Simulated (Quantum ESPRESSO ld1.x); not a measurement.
Q: Species: Ce39+. Configuration: [Ar] 3d1 (the NIST ground configuration). Calculated with ld1.x of Quantum ESPRESSO 7.5: Dirac Kohn-Sham, relativistic LDA (MacDonald-Vosko exchange, VWN5 correlation), spin-unpolarised, spherical densities, point nucleus; open shells are shared between the two j in proportion to 2j + 1. Some entries of the table are withheld. Estimate them.

orbital,occ.,eigenvalue (Ry),<r> (bohr),<1/r> (bohr^-1)
1s1/2,2,-3099.37,0.02467,63.10
2s1/2,2,-627.259,(1),15.02
2p1/2,2,-602.955,(2),(3)
2p3/2,4,-569.968,(4),(5)
3s1/2,2,-233.745,0.2582,5.906
3p1/2,2,(6),0.2452,5.842
3p3/2,4,(7),0.2547,5.482
3d3/2,0.4,-202.496,0.2214,5.363
3d5/2,0.6,-200.627,0.2244,5.271

A: 
(1) 2s1/2 <r> (bohr): 0.1041
(2) 2p1/2 <r> (bohr): 0.08737
(3) 2p1/2 <1/r> (bohr^-1): 14.97
(4) 2p3/2 <r> (bohr): 0.09336
(5) 2p3/2 <1/r> (bohr^-1): 13.58
(6) 3p1/2 eigenvalue (Ry): -224.497
(7) 3p3/2 eigenvalue (Ry): -216.553
